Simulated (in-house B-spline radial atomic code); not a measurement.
How numerical settings move a run on Dy IV (Dy3+), [Xe] 4f9. Computed with an all-electron radial atomic-structure program (B-spline basis): scalar-relativistic (X2C) Hartree-Fock, spin-polarised, averaged over the determinants with the given up and down occupations, Fermi nucleus of rms radius 5.2218 fm.

Command:
```bash
python run_scf.py task.json out
```
Settings of the sound reference run:
```
Z                66
electrons        63
configuration    [Xe] 4f9
hamiltonian      x2c
method           hf
spin_polarised   True
nucleus          fermi
rms_radius       5.2218
mass_number      164
atomic_mass      163.9292
speed_of_light   137.036
knot_spacing     0.22
spline_order     8
gauss_points     12
box_radius       16.22
max_iterations   70
damping          0.5
damped_steps     3
diis_vectors     10
tolerance        1e-08
start            Thomas-Fermi
```

Run time, properties included: 0.39 s on 1 thread of Arm Neoverse V1, on a shared host.

It converges in 12 iterations to -12151.105110 hartree, with 4f down at -41.8435 eV. The other runs change the listed settings, some to values that make no sense; their results aren't properties of the atom or ion. Radii are in bohr (the nuclear one in fm), a minus after a letter asks for a j subshell, and «unchanged» means within 1e-8 hartree. The run stops when the residual is below 10 × tolerance × max(1, Z/10), or a noise floor if that is larger, and the energy moves by less than 1e-8 × √|E| hartree; so very loose and very tight tolerances often act alike.

| changed settings | outcome |
| --- | --- |
| damped_steps = 8 | converged in 15 iterations, energy unchanged, 4f down level -4.3e-05 eV |
| gauss_points = 3 | not converged after 70 iterations, last residual 1.1e+01, last energy +2.75e+03 hartree from the reference |
| electrons = 66, configuration = [Xe] 4f9 6s3, max_iterations = 75 | stopped with error: shell 6s holds at most 1 electrons (per spin) |
| electrons = 71, configuration = [Xe] 4f9 7s2 7p6, max_iterations = 60 | not converged after 60 iterations, last residual 7.9e-03 |
| damped_steps = 30 | converged in 28 iterations, energy unchanged, 4f down level -2.4e-06 eV |
| gauss_points = 5 | converged in 12 iterations, energy -1.70e-08 hartree from the reference |
| spline_order = 7, max_iterations = 50, diis_vectors = 4, tolerance = 0.001, start = bare nucleus | converged in 11 iterations, energy +9.89e-07 hartree from the reference, 4f down level +7.8e-04 eV |
| max_iterations = 60, damping = 0.2, damped_steps = 1 | converged in 12 iterations, energy unchanged, 4f down level -1.0e-05 eV |
| box_radius = 0.65, max_iterations = 2 | not converged after 2 iterations, last residual 3.8e-01, last energy +1.12e+03 hartree from the reference |
| max_iterations = 12 | converged in 12 iterations, energy unchanged |
| hamiltonian = dirac | stopped with error: spin polarisation is not served with the Dirac Hamiltonian |
| max_iterations = 3 | not converged after 3 iterations, last residual 3.1e-01, last energy +1.90e+00 hartree from the reference |
| max_iterations = 2 | not converged after 2 iterations, last residual 1.1e+00, last energy +2.91e+01 hartree from the reference |
| spline_order = 4, gauss_points = 6, max_iterations = 75, diis_vectors = 2, start = bare nucleus | converged in 16 iterations, energy +8.42e-03 hartree from the reference, 4f down level -2.5e-03 eV |

(1) What happens with gauss_points = 8?

(2) What happens with damped_steps = 0?

(3) What happens with gauss_points = 6?

(4) What happens with max_iterations = 5?

Answers

(1) Converged in 12 iterations, energy -1.48e-07 hartree from the reference.

(2) Converged in 11 iterations, energy unchanged, 4f down level -1.8e-05 eV.

(3) Converged in 12 iterations, energy -1.54e-07 hartree from the reference.

(4) Not converged after 5 iterations, last residual 1.7e-02, last energy +1.08e-02 hartree from the reference.
